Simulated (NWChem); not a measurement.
Molecule: bromine (Br2); SMILES BrBr

Program: NWChem. The geometry was optimised at PBE0/def2-SVP.

For level LC-wPBE (HJS exchange hole, range parameter 0.4 per bohr)/def2-TZVP:

| Property | Result |
|---|---|
| highest occupied level (eV) | -10.87 |
| orbital gap (eV) | 9.55 |

Question: How do the values read with level OLYP/def2-TZVP instead?

Answer: 
| Quantity | Result |
|---|---|
| highest occupied level (eV) | -6.70 |
| orbital gap (eV) | 2.35 |
